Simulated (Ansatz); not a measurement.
Reaction (substitution at a C–S bond): `B[SiH2]CS` + H–F → `B[SiH2]CF` + H₂S

Calculated with Ansatz (gas phase, PBE0-D4/def2-TZVP geometries, no zero-point term in ΔE). CBS: MP2 limit from def2 TZ/QZ plus the TZ coupled-cluster correction, frozen cores. This one scheme is used for every species. Functionals use def2-TZVPP. HSE06 is defined as in plane-wave codes. Each species was taken in one conformer, which may not be the lowest.

Problem. Is it downhill or uphill in electronic energy at CCSD(T)/CBS, and by how much? (Best estimate.)

Solution. Ansatz gave: Uphill: ΔE = +14.3 kcal/mol.

Problem. What do these levels give: PBE-D4, B97M-V, ωB97X-V, ωB97M-V, BLYP, HSE06, CAM-B3LYP, HF/def2-SVP, CCSD/def2-SVP, CCSD/def2-TZVPP, SCS-MP2/def2-QZVPP, CCSD/CBS(def2)? (Best estimate.)

Solution. Ansatz gave: PBE-D4 11.8, B97M-V 10.1, ωB97X-V 10.5, ωB97M-V 11.3, BLYP 7.1, HSE06 11.7, CAM-B3LYP 8.3, HF/def2-SVP 4.9, CCSD/def2-SVP 8.2, CCSD/def2-TZVPP 12.2, SCS-MP2/def2-QZVPP 14.4, CCSD/CBS(def2) 13.6 kcal/mol.

Largest T1 diagnostic among the species: 0.012.

The D4 term adds +2.1 kcal/mol with B3LYP and +1.1 kcal/mol with PBE0; it sums over pairs of atoms, weighted by their polarisabilities, and B3LYP, whose exchange is more repulsive, gets the larger term. From BLYP to BHLYP (50 % exact exchange), in def2-TZVPP and without D4, ΔE moves by +1.9 kcal/mol. At CCSD(T), def2-SVP lies −5.7 kcal/mol from the extrapolated value and def2-TZVPP −1.4 kcal/mol.

B3LYP here is the variant with VWN-RPA as its local correlation; programs differ in this.
